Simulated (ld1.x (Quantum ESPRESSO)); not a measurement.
## Cl (Z = 17): ultrasoft pseudisation with Wu–Cohen, scalar-relativistic reference atom.

| Property | Result |
| --- | --- |
| Element | chlorine (Cl) |
| Generator | ld1.x (Quantum ESPRESSO) 7.5 |
| Type | ultrasoft |
| Functional | Wu–Cohen |
| Relativity | scalar-relativistic |
| Frozen core | [Ne] |
| Valence charge | 7 |
| Reference configuration | 3s2 3p5 |
| Partial waves | 3s (bound): rcut 1.30, rcutus 1.40 bohr; 3s channel at -1.05 Ry: rcut 1.30, rcutus 1.40 bohr; 3p (bound): rcut 1.00, rcutus 1.25 bohr; 3p channel at 3.05 Ry: rcut 1.00, rcutus 1.25 bohr |
| Local potential | all-electron potential smoothed inside 1.15 bohr (lloc = -1) |
| Core correction | a·sin(br)/r model core, default radius (core density twice the valence density) |
| Augmentation charge | built from norm-conserving waves at rcut, not smoothed further |

All-electron outer shells of the reference configuration (Wu–Cohen, scalar-relativistic, ld1.x):

| shell | level (eV) | outermost node (bohr) | outermost maximum (bohr) |
| --- | --- | --- | --- |
| 2s | -252.36 | 0.12 | 0.36 |
| 2p | -191.62 | – | 0.30 |
| 3s | -20.63 | 0.55 | 1.27 |
| 3p | -8.57 | 0.53 | 1.43 |

(1) Estimate the cutoffs (Ry, on a coarse ladder) from which the occupation-weighted sum of valence levels, in a spherical-Bessel basis at the reference potential, stays within 10 and 1 mRy of its value at 400 Ry.

(2) Does the potential have ghost states?

(3) Is the overlap operator S = 1 + Σ q|β⟩⟨β| positive definite (Bessel basis up to 400 Ry)?

(4) Tests: 3s2 3p4; 3s2 3p3; 3s2 3p2; 3s2 3p4.5; 3s1 3p6; 3s1 3p5; 3s2 3p1. Which has the largest error in its energy relative to the reference configuration, and how large is it?

## Answers

(1) 18 Ry and 45 Ry.

(2) No extra level below or beside the all-electron valence levels (s, p, d, f tested).

(3) Yes: its lowest eigenvalue is 0.35 (s channel).

(4) 3s2 3p1, with +76 meV (all-electron minus pseudo) on +129.86 eV.
